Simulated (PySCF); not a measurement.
Species: Cl3Si(SH), Cl3HSSi.
Bonds: S1–Si2, Si2–Cl3, Si2–Cl4, Si2–Cl5. Hydrogens: H6 on S1.

Theory: PBE0-D3(BJ)/def2-SVP geometry optimisation, gas phase in PySCF.

Entries marked ? are missing. Bonds in one row agree within 0.01 Å.

```tsv
coordinate	value
S1–Si2	?
Si2–Cl3, Si2–Cl4, Si2–Cl5	?
S1–H6	1.353 Å
Si2–S1–H6	?
S1–Si2–Cl3	?
S1–Si2–Cl4	?
Cl3–Si2–Cl4	?
Cl3–Si2–Cl5	?
```

Task: Fill in the missing values.

Result: 
- S1–Si2 = 2.113 Å, drawn single (ends: sulfur bonded to Si and H; chlorine-bound silicon); 0.05 Å below the sum of covalent radii, 2.16 Å.
- Si2–Cl3, Si2–Cl4, Si2–Cl5 = 2.045 Å, drawn single (chlorine-bound silicon to silicon-bound chlorine); 0.09 Å below the sum of covalent radii, 2.13 Å.
- Si2–S1–H6 = 93.4°, at the sulfur bonded to Si and H; the outer atoms are 2.575 Å apart.
- S1–Si2–Cl3 = 112.1°, at the chlorine-bound silicon; the outer atoms are 3.450 Å apart.
- S1–Si2–Cl4 = 106.1°, at the chlorine-bound silicon; the outer atoms are 3.319 Å apart.
- Cl3–Si2–Cl4 = 109.6°, at the chlorine-bound silicon; the outer atoms are 3.338 Å apart.
- Cl3–Si2–Cl5 = 107.3°, at the chlorine-bound silicon; the outer atoms are 3.297 Å apart.

Radii are Cordero's.

Whether it is a minimum is left open (no frequencies).

Conformer computed: `[SH:1][Si:2]([Cl:3])([Cl:4])[Cl:5]`: H–S1–Si2–Cl3 57°.
